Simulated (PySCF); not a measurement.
B(Br)(Me)(NH2) (CH5BBrN), SMILES B(Br)(N)C. Atoms are numbered in the order given.

```xyz
9

B      0.0853    -0.9500     0.0000
Br    -0.0437     1.0111     0.0000
C     -1.2378    -1.7950     0.0000
H     -1.8520    -1.5467     0.8817
H     -1.0566    -2.8823     0.0000
H     -1.8520    -1.5467    -0.8817
N      1.3651    -1.4949     0.0000
H      1.5261    -2.4957     0.0000
H      2.2084    -0.9336     0.0000
```
Charge 0, spin multiplicity 1.

Coordinates come from a B3LYP-D3(BJ)/def2-SVP optimisation. This is a generated structure with no PubChem entry under its InChIKey; it may be hypothetical. One conformer was computed; it need not be the lowest.

Two levels are set side by side: PBE/pcSseg-1 (PySCF) and B3LYP/pcSseg-1 (PySCF). GIAO shifts against BF3 (¹¹B), NH3 (¹⁵N), TMS (¹H), TMS (¹³C) at the same level; non-relativistic, no solvent, atoms listed together averaged. Without spin–orbit terms, shifts of atoms bonded to Cl or Br come out too high at both levels. Differences are taken from unrounded values.

```csv
quantity,B3LYP,PBE,PBE minus B3LYP
δ(¹¹B) of B1 (ppm),34.8,32.0,-2.8
δ(¹³C) of C3 (ppm),10.1,10.2,0.0
δ(¹⁵N) of N7 (ppm),116.8,121.3,4.5
"δ(¹H) of H8, H9 (ppm)",4.16,4.27,0.11
```

Rough cost on one machine, each run with all the roots and properties that it gave: B3LYP against PBE within a factor of 2.
